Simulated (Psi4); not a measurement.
Dimer: C2H4 (SMILES C=C) (first 6 atoms) with H4OSi (SMILES O[SiH3]); geometry from B3LYP-D3(BJ)/def2-TZVP, rigid monomers moved along the line of their centres of mass till C2···H9 is 2.21 Å.
(charge 0, multiplicity 1):
```xyz
12

C      0.63587     0.57710     0.24901
C     -0.04035    -0.56029     0.14688
H      0.16450     1.49099     0.59027
H      1.68604     0.64070    -0.00892
H      0.42937    -1.47331    -0.19834
H     -1.09181    -0.62224     0.40078
O      0.70651    -0.50168     3.16021
Si    -0.60821     0.23583     3.82548
H      0.78302    -0.46127     2.19840
H     -0.63940     1.68982     3.52111
H     -0.50702     0.03741     5.28532
H     -1.88039    -0.35023     3.32968
```

Calculation: SAPT0/jun-cc-pV(D+d)Z in Psi4 1.11.

**Question.** Give the four SAPT terms and the total, and say what mostly holds the pair together.

**Answer.** electrostatics -355.4, exchange 572.1, induction -137.8, dispersion -149.8, total -70.9 meV; the largest attraction is electrostatics.
